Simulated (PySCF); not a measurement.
# Two-component Hartree-Fock for Pm⁴⁴⁺ (promethium, charge +44)

Start: [Ne] 3s2 3p5; 3p1/2 filled at m_j = +1/2; 3p3/2 filled at m_j = -3/2, -1/2, +1/2, +3/2. Calculated with PySCF 2.14 in an uncontracted even-tempered set (18 s from 10 bohr⁻², ratio 2.4; 14 p from 13 bohr⁻², ratio 2.4; 4 d from 50 bohr⁻², ratio 2.6; 4 f from 75 bohr⁻², ratio 2.6): generalised Hartree-Fock with the X2C-1e Hamiltonian and a Gaussian nucleus; one run each with spin-orbit coupling (SO) screened by Boettger's factors, then bare. This is a chosen level, not necessarily the ground level.

| spinor shell | electrons | ε, screened SO (eV) | ε, bare SO (eV) | weight of nominal j (bare SO) | rms radius, bare SO (bohr) |
| --- | --- | --- | --- | --- | --- |
| 1s1/2 | 2 | -48172.1 | -48171.8 | 1.000 | 0.0264 |
| 2s1/2 | 2 | -10161.3 | -10161.3 | 1.000 | 0.106 |
| 2p1/2 | 2 | -9769.2 | -9784.5 | 1.000 | 0.0903 |
| 3s1/2 | 2 | -3914.3 | -3914.3 | 1.000 | 0.256 |
| 3p1/2 | 1 | -3768.8 | -3772.6 | 1.000 | 0.244 |
| 3p3/2 | 4 | -3619.7 | -3618.3 | 1.000 | 0.255 |

Where does 2p3/2 lie, and what is the 2p spin-orbit splitting (bare SO)?

At -9193.6 eV, 590.96 eV above 2p1/2.

```csv
quantity,screened SO,bare SO
E (hartree),-8277.22979,-8277.47543
M_J,1/2,1/2
⟨J²⟩,0.751,0.751
⟨L²⟩,2.018,2.019
⟨S²⟩,0.767,0.768
```

Each row is a mean over spinors that exchange with the open shell spreads, by up to 15.403 eV (2p1/2).

Breit and QED terms are absent; they matter most for the inner s and p1/2 levels.

Densities and radii are taken from the X2C orbitals without a picture-change correction, which distorts them close to the nucleus.
